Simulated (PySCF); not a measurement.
CH3AlF2O, SMILES C[O][Al]([F])[F].

Coordinates come from a B3LYP-D3(BJ)/def2-SVP optimisation. One conformer was computed; it need not be the lowest.

These are PBE0/def2-TZVP (PySCF) values and carry that method's errors.

Symmetry labels are those of the subgroup Cs that the program uses (full group Cs).

### Question
List the valence orbital energies around the gap with their symmetry. (Estimate from the structure and the level; the computed values follow.)

### Answer

| orbital | symmetry | energy (eV) |
|---|---|---|
| HOMO−7 | A" | -12.82 |
| HOMO−6 | A' | -12.52 |
| HOMO−5 | A" | -12.00 |
| HOMO−4 | A' | -11.92 |
| HOMO−3 | A" | -11.67 |
| HOMO−2 | A' | -11.42 |
| HOMO−1 | A' | -8.87 |
| HOMO | A" | -8.73 |
| LUMO | A' | -1.04 |
| LUMO+1 | A" | 0.26 |
| LUMO+2 | A' | 1.31 |
| LUMO+3 | A' | 2.10 |
